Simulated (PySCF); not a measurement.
**Electron affinity of Sb by level of theory**

Sb⁻ [Kr] 4d10 5s2 5p4 (3P) → Sb [Kr] 4d10 5s2 5p3 (4S), as a difference of total energies. Calculation: PySCF 2.14, in aug-cc-pVQZ-PP with ECP28MDF; a scalar-relativistic core potential. Correlated levels: valence: 4s2 4p6 4d10 frozen. The calculations carry no spin-orbit coupling.

```
           method  electron affinity (eV)  difference from reference (eV)
              UHF                  -0.052                          -1.099
              LDA                   1.187                          +0.140
              PBE                   0.969                          -0.078
             PBE0                   0.897                          -0.150
           r2SCAN                   0.923                          -0.124
          LC-wPBE                   0.855                          -0.192
            TPSSh                   0.903                          -0.144
           B2PLYP                   0.908                          -0.139
    MP2 (valence)                   0.684                          -0.363
SCS-MP2 (valence)                   0.753                          -0.294
```

Reference: 1.047 eV (measured; photodetachment measurements, as compiled on the Wikipedia data page of electron affinities).

The reference lies between the lowest fine-structure levels, while these numbers refer to the centres of the terms.

Errors of the correlated levels include the incompleteness of this basis and the frozen core.

A negative affinity means that the anion lies above the atom at that level of theory.

In the anion the highest occupied orbital energy is positive at LDA, PBE, PBE0, r2SCAN, TPSSh, B2PLYP, a self-interaction effect; the basis confines that electron, and the energy difference can still be sensible.
